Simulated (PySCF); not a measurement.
W(NMe)(S)(OH)2 (CH5NO2SW), SMILES [OH][W](=[N]C)(=[S])[OH], multiplicity 1. The structure is a stationary point at PBE-D3(BJ)/def2-SVP. The multiplicity is an assumed one; other spin states were not compared. The def2 effective core potentials stand for the cores of W; spin–orbit coupling is left out. The values are those of a single conformer.

Computed equilibrium geometry at PBE-D3(BJ)/def2-SVP (PySCF confirms it by a frequency run) as bond lengths and angles, and its point group (one conformer of several):
point group Cs.
Atoms: W1 N2 C3 H4 H5 H6 S7 O8 H9 O10 H11. Bonded distances (Å): W1–N2 1.758, W1–S7 2.169, W1–O8 1.910, W1–O10 1.910, N2–C3 1.424, C3–H4 1.114, C3–H5 1.112, C3–H6 1.112, O8–H9 0.974, O10–H11 0.974. Bond angles (°): N2–W1–S7 106.0, N2–W1–O8 108.4, N2–W1–O10 108.4, S7–W1–O8 110.1, S7–W1–O10 110.1, O8–W1–O10 113.5, W1–N2–C3 155.7, N2–C3–H4 110.9, N2–C3–H5 110.8, N2–C3–H6 110.8, H4–C3–H5 108.4, H4–C3–H6 108.4, H5–C3–H6 107.4, W1–O8–H9 124.0, W1–O10–H11 124.0.
Charge 0, spin multiplicity 1.
